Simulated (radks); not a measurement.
The numbers below are computed, except where a source is named.
Question: Ionisation of the nickel ion Ni+, [Ar] 3d9, to Ni2+, [Ar] 3d8, under several functionals. Non-relativistic Kohn-Sham, spin-unpolarised, spherical densities, point nucleus; a radial shooting solver on a logarithmic mesh with Libxc functionals. Known Delta-SCF values: Tao-Mo meta-GGA 20.234 eV; exchange-only LDA 19.351 eV. What does TASK exchange with Perdew-Wang LDA correlation give, and what is its highest occupied eigenvalue?

Answer: 19.951 eV by Delta-SCF; the 3d eigenvalue is -12.324 eV. NIST: 18.169 eV (measured).

Beside tabulated values, note that spin-unpolarised runs miss the spin-polarisation part of the exchange energy of open shells.
